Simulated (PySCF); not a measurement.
O2Si, SMILES O=[Si]=O.

The structure is a stationary point at ωB97X-D3(BJ)/def2-TZVP.

Level of theory: r2SCAN/def2-TZVPD run with PySCF.

Computed frontier levels, gap, dipole moment and polarisability:
```yaml
highest_occupied_level: -8.79 eV
lowest_empty_level: -4.25 eV
orbital_gap: 4.54 eV
dipole_moment: 0.00 D
quadrupole, principal values (traceless, Buckingham form, about the centre of nuclear charge): -11.60, 5.80, 5.80 D·Å
mean_static_polarisability: 30.3 bohr³ (4.49 Å³)
polarisability_principal_values: 25.8, 25.8, 39.3 bohr³
```
